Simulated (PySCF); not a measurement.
CH6FNOSi2, SMILES F[Si@H]1N[SiH2]CO1.

Coordinates come from a PBE-D3(BJ)/def2-SVP optimisation. The structure was generated by enumeration; whether it is a known compound was not checked. One conformer was computed; it need not be the lowest.

Level of theory: PBE/def2-TZVP run with PySCF.

Question: Estimate the frontier levels, gap, dipole moment and polarisability. (An estimate is asked for; the answer gives what the named calculation found.)

Answer: 
The highest occupied level is -6.44 eV and the lowest empty level is -0.95 eV. The orbital gap is 5.49 eV and the dipole moment is 2.12 D. The quadrupole, principal values (traceless, Buckingham form, about the centre of nuclear charge) comes out as -7.01, -1.29, 8.30 D·Å, the mean static polarisability is 70.6 bohr³ (10.46 Å³) and the polarisability, principal values comes out as 61.2, 67.7, 82.9 bohr³.
